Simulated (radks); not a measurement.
Initial-state core-level shifts of neutral iodine when its valence configuration changes from [Kr] 4d10 5s2 5p5. Calculated with a radial shooting solver on a logarithmic mesh with Libxc functionals: scalar-relativistic Kohn-Sham, BLYP, spin-unpolarised, spherical densities, point nucleus. Shifts are changes of the shell-averaged eigenvalues in eV (positive: less bound).

\begin{tabular}{lrrrr}
valence & 1s & 2p & 3p & 4s \\ \hline
4d9 5s2 5p6 & -9.225 & -9.785 & -9.266 & -7.604 \\
4d10 5s1.5 5p5.5 & -0.699 & -0.688 & -0.700 & -0.685 \\
4d10 5s1 5p6 & -1.384 & -1.362 & -1.386 & -1.358 \\
4d9.5 5s2 5p5.5 & -4.582 & -4.855 & -4.607 & -3.803 \\
\end{tabular}
